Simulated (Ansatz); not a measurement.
BeF-, closed-shell singlet (lowest of 2S+1 = 1, 3 at CCSD(T)/def2-TZVPP on PBE0 minima; our sources give no spin for the ground state, which may be another), most abundant isotopes (9.0122 and 18.9984 u). Constants from fifth-degree fits in 1/R to seven points on the lowest solution found; no spin–orbit coupling, no relativity up to Kr; ω_e x_e and α_e move by some per cent with the fit.

Cores are frozen in the correlated methods. CBS: X⁻³ extrapolation of the correlation energy, Hartree–Fock from the larger set.

Programs: Ansatz (Gaussian orbitals). Values without a source in brackets are computed.

```tsv
level	r_e (Å)	ω_e (cm⁻¹)	ω_e x_e (cm⁻¹)	α_e (cm⁻¹)
PBE/def2-TZVPP	1.4284	1017.2	12.0	0.0221
CCSD(T)/CBS(aug-cc-pVQZ, aug-cc-pV5Z)	1.4140	1064.0	11.8	0.0218
```

Derive the rotational constants, the centrifugal constant, the fundamental, the zero-point energy and the force constant.


μ = 6.11258 u.
- PBE/def2-TZVPP: B_e = 16.8576/(μ r_e²) = 1.3517 cm⁻¹; B₀ = B_e − α_e/2 = 1.3406 cm⁻¹; D = 4B_e³/ω_e² = 9.55e-06 cm⁻¹; fundamental ω_e − 2ω_e x_e = 993 cm⁻¹; zero-point energy ω_e/2 − ω_e x_e/4 = 506 cm⁻¹; k = μ(2πcω_e)² = 373 N/m; the line J = 1 ← 0 at 2B₀ = 80.38 GHz
- CCSD(T)/CBS(aug-cc-pVQZ, aug-cc-pV5Z): B_e = 16.8576/(μ r_e²) = 1.3794 cm⁻¹; B₀ = B_e − α_e/2 = 1.3685 cm⁻¹; D = 4B_e³/ω_e² = 9.27e-06 cm⁻¹; fundamental ω_e − 2ω_e x_e = 1040 cm⁻¹; zero-point energy ω_e/2 − ω_e x_e/4 = 529 cm⁻¹; k = μ(2πcω_e)² = 408 N/m; the line J = 1 ← 0 at 2B₀ = 82.05 GHz

Doubts at one or more of the structures used: a restricted determinant that unrestricted orbitals would lower (CCSD(T)/CBS(aug-cc-pVQZ, aug-cc-pV5Z)).

Ansatz is a program for electronic structure.
